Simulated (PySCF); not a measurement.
Ge(All)(F)3, SMILES C=C[CH2][Ge]([F])([F])[F], singlet (B3LYP/def2-SVP optimised geometry):

```
12

C      0.238     1.556    -1.469
C     -0.522     0.469    -1.306
C     -0.730    -0.243     0.000
Ge     0.073    -2.016     0.000
F     -0.385    -2.967     1.368
F     -0.391    -2.937    -1.386
F      1.799    -2.016     0.000
H      0.774     2.016    -0.632
H      0.350     2.025    -2.449
H     -1.035     0.036    -2.173
H     -0.296     0.305     0.851
H     -1.799    -0.414     0.213
```

Calculation: B3LYP/def2-TZVP (PySCF).

Q: What are the frontier orbital energies and the dipole moment?

A: HOMO-2 -10.60 eV, HOMO-1 -10.34 eV, HOMO -7.83 eV, LUMO -1.12 eV, LUMO+1 -0.45 eV; dipole moment 3.77 D.

On the same geometry PBE/def2-TZVP (PySCF) gives HOMO-2 -9.25 eV, HOMO-1 -9.03 eV, HOMO -6.91 eV, LUMO -1.86 eV, LUMO+1 -1.15 eV; dipole moment 3.59 D.

Meta-Löwdin charges at B3LYP/def2-TZVP: C1 -0.25, C2 -0.10, C3 -0.41, Ge4 1.57, F5 -0.49, F6 -0.49, F7 -0.49, H8 0.12, H9 0.13, H10 0.12, H11 0.14, H12 0.15.
